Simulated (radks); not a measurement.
The numbers below are computed, except where a source is named.
Charge is removed step by step from the 5p3/2 level of Tm, starting from [Kr] 4d10 4f13 5s2 5p(1/2: 2, 3/2: 4) 6s2. Level of theory: Dirac Kohn-Sham, BLYP, spin-unpolarised, spherical densities, finite nucleus; open shells fill j = l - 1/2 first; Fermi nuclear charge, rms radius 5.2256 fm (a radial shooting solver on a logarithmic mesh with Libxc functionals).

[
 {"removed (e)": "0", "E - E(0) (eV)": "0.000", "eigenvalue (eV)": "-25.057", "E minus straight line (eV)": "0.000"},
 {"removed (e)": "0.1", "E - E(0) (eV)": "2.557", "eigenvalue (eV)": "-26.088", "E minus straight line (eV)": "-0.495"},
 {"removed (e)": "0.2", "E - E(0) (eV)": "5.219", "eigenvalue (eV)": "-27.145", "E minus straight line (eV)": "-0.885"},
 {"removed (e)": "0.3", "E - E(0) (eV)": "7.987", "eigenvalue (eV)": "-28.224", "E minus straight line (eV)": "-1.168"},
 {"removed (e)": "0.4", "E - E(0) (eV)": "10.864", "eigenvalue (eV)": "-29.324", "E minus straight line (eV)": "-1.343"},
 {"removed (e)": "0.5", "E - E(0) (eV)": "13.852", "eigenvalue (eV)": "-30.443", "E minus straight line (eV)": "-1.406"},
 {"removed (e)": "0.6", "E - E(0) (eV)": "16.953", "eigenvalue (eV)": "-31.579", "E minus straight line (eV)": "-1.357"},
 {"removed (e)": "0.7", "E - E(0) (eV)": "20.169", "eigenvalue (eV)": "-32.732", "E minus straight line (eV)": "-1.193"},
 {"removed (e)": "0.8", "E - E(0) (eV)": "23.500", "eigenvalue (eV)": "-33.900", "E minus straight line (eV)": "-0.914"},
 {"removed (e)": "0.9", "E - E(0) (eV)": "26.949", "eigenvalue (eV)": "-35.083", "E minus straight line (eV)": "-0.516"},
 {"removed (e)": "1", "E - E(0) (eV)": "30.517", "eigenvalue (eV)": "-36.279", "E minus straight line (eV)": "0.000"}
]

Removing the whole electron costs 30.517 eV by Delta-SCF, against 25.057 eV from minus the eigenvalue at the starting occupation. Slater's transition state (half an electron removed) gives 30.443 eV. Integrating minus the eigenvalue over the occupation (Janak's theorem) gives 30.517 eV. The mean slope of the eigenvalue, de/dn, is 11.2 eV per electron.
